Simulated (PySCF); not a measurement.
**Vertical excitation energies**

Species: C5H9NSi.
Numbering: `[N:1]#[C:2][C@@H:3]1[CH2:4][CH2:5][CH2:6][SiH2:7]1` (hydrogens: H8 on C3; H9, H10 on C4; H11, H12 on C5; H13, H14 on C6; H15, H16 on Si7)

Computed with TDDFT wB97X-D/def2-SVPD, vertical, gas phase, core orbitals frozen in the response (PySCF 2.14.0, density-fitted response routines). One conformer (not necessarily the lowest) at the PBE0-D3(BJ)/def2-SVP geometry, without solvent, vibrations or thermal averaging.

Question: What does the calculation give for the low-lying excited states?

Answer: 

```json
{"state": "S1", "E (eV)": "7.16", "E (kJ/mol)": "691", "λ (nm)": "173.2", "f": "0.0055", "main configurations (H = HOMO, L = LUMO)": "H→L (38%), H→L+3 (19%), H→L+4 (9%)"}
{"state": "S2", "E (eV)": "7.74", "E (kJ/mol)": "747", "λ (nm)": "160.1", "f": "0.046", "main configurations (H = HOMO, L = LUMO)": "H→L+2 (14%), H→L+1 (13%), H→L+3 (10%)"}
{"state": "S3", "E (eV)": "7.82", "E (kJ/mol)": "755", "λ (nm)": "158.5", "f": "0.010", "main configurations (H = HOMO, L = LUMO)": "H→L+1 (39%), H→L (24%), H→L+2 (14%)"}
{"state": "S4", "E (eV)": "7.97", "E (kJ/mol)": "769", "λ (nm)": "155.5", "f": "0.010", "main configurations (H = HOMO, L = LUMO)": "H→L+1 (12%), H-1→L+2 (11%), H-2→L+2 (10%)"}
{"state": "S5", "E (eV)": "8.13", "E (kJ/mol)": "785", "λ (nm)": "152.5", "f": "0.0043", "main configurations (H = HOMO, L = LUMO)": "H→L+1 (18%), H→L (17%), H-2→L (12%)"}
{"state": "S6", "E (eV)": "8.28", "E (kJ/mol)": "799", "λ (nm)": "149.7", "f": "0.034", "main configurations (H = HOMO, L = LUMO)": "H-1→L+1 (30%), H-2→L+1 (22%), H-1→L (13%)"}
{"state": "S7", "E (eV)": "8.42", "E (kJ/mol)": "812", "λ (nm)": "147.3", "f": "0.023", "main configurations (H = HOMO, L = LUMO)": "H-2→L+1 (22%), H→L+3 (16%), H→L+4 (15%)"}
{"state": "S8", "E (eV)": "8.56", "E (kJ/mol)": "826", "λ (nm)": "144.8", "f": "0.036", "main configurations (H = HOMO, L = LUMO)": "H-2→L (22%), H-1→L+1 (20%), H-3→L+1 (20%)"}
{"state": "S9", "E (eV)": "8.62", "E (kJ/mol)": "832", "λ (nm)": "143.8", "f": "0.0038", "main configurations (H = HOMO, L = LUMO)": "H-2→L+1 (14%), H→L+3 (14%), H-1→L (13%)"}
{"state": "S10", "E (eV)": "8.77", "E (kJ/mol)": "846", "λ (nm)": "141.4", "f": "0.021", "main configurations (H = HOMO, L = LUMO)": "H-2→L (21%), H-3→L+1 (19%), H-1→L (13%)"}
```

Triplets (Tamm–Dancoff): T1 6.28 eV, H→L+2 (17%), H→L+7 (14%); T2 6.72 eV, H→L (23%), H→L+3 (18%), H→L+4 (8%); T3 6.88 eV, H→L+2 (10%), H→L+7 (8%); T4 7.37 eV, H→L+1 (66%), H→L (9%).

The lowest singlet lies at 7.16 eV (173 nm, vacuum ultraviolet) and is weak; its leading configuration is HOMO→LUMO (38%). The most intense listed level is S2 at 7.74 eV (160 nm, f = 0.046), 0.58 eV above S1. Löwdin shares by element: HOMO carbon 36% or more, nitrogen 26%, silicon 14% (atoms not listed hold the other 25%); LUMO carbon 23% or more, silicon 22% (atoms not listed hold the other 55%). Weighted by f, the mean energy of these states is 8.21 eV. The listed states span 1.61 eV, and the widest gap between neighbours is 0.58 eV (S1 to S2). The oscillator strengths of these states sum to 0.194; summed over the whole spectrum of an exact calculation they would give the number of electrons, 60 (Thomas–Reiche–Kuhn). The vertical ionisation energy (ΔSCF) is 10.35 eV, 1.58 eV above S10. Only the lowest 10 singlets were computed, as vertical energies without vibronic structure.
